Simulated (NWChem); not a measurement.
# C₂H₄F₂OSi; SMILES C1O[Si](C1)(F)F

```xyz
10

F     -0.0362    -1.3891    -1.2843
Si    -0.0414    -0.3974     0.0000
F     -0.0362    -1.3891     1.2843
C     -1.1389     1.1106     0.0000
C      0.2312     1.8503     0.0000
O      1.1914     0.7393     0.0000
H     -1.7550     1.2760    -0.9039
H     -1.7550     1.2760     0.9039
H      0.3900     2.4757     0.9036
H      0.3900     2.4757    -0.9036
```
Atoms are numbered in this order, from 1.

Level: PBE-D3(BJ)/def2-SVP (NWChem), optimised geometry, unscaled harmonic frequencies. 

```tsv
frequency (cm⁻¹)	IR intensity (km/mol)
114	0.1
171	0.2
277	11.6
283	13.4
316	21.8
526	22.0
679	4.8
735	39.5
804	73.5
852	3.9
918	91.8
938	58.7
952	154.8
979	101.3
1072	100.4
1129	0.6
1166	0.2
1283	7.1
1365	15.4
1449	0.1
2979	43.1
3035	1.1
3038	18.9
3104	0.6
```

| Item | Value |
|---|---|
| zero-point energy | 40.2 kcal/mol |
| thermal correction to the enthalpy at 298.15 K (with zero-point energy) | 44.8 kcal/mol |
| heat capacity Cv | 21.8 cal/(mol K) |
| entropy at 298.15 K and 1 atm (symmetry number 1) | 79.2 cal/(mol K) |
| dipole moment | 2.90 D |

Rigid rotor and harmonic oscillator.
